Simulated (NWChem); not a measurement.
Species: YF$_{2}$ cation; SMILES [F][Y+][F]

Computed with NWChem. Structure relaxed at the PBE-D3(BJ)/def2-SVP level. The spin multiplicity was typed, not searched, and may not be the lowest. def2 effective core potentials on Y; no spin-orbit coupling. Isotropic polarisability at PBE0/def2-SVPD. A Cauchy series cut after its second term is a line in ω².

```
row      ω² (10⁻³ Ha²)  α (bohr³)
-------  -------------  ---------
static            0.00      21.60
1065 nm           1.83      21.73
589 nm            5.98   withheld
400 nm           12.97      22.59
```

Question: Fit a straight line of the last column on the one before it, predict the withheld value, and compare with the run.

Answer: 
1. Means of the 3 shown rows: x = 4.933, y = 21.973. Slope Σ(x − x̄)(y − ȳ)/Σ(x − x̄)² = 7.553/98.56 = 0.07663; intercept 21.595.
2. The shown rows scatter about the line by 0.004 (root mean square); the largest residual is -0.01, at 1065 nm.
3. At x = 5.98 (589 nm; inside the shown range) the line gives 22.05.
4. The run gives 22.04, -0.01 from the line. The intercept estimates α(0), and the slope, 76.6 bohr³/Ha², the next Cauchy moment.
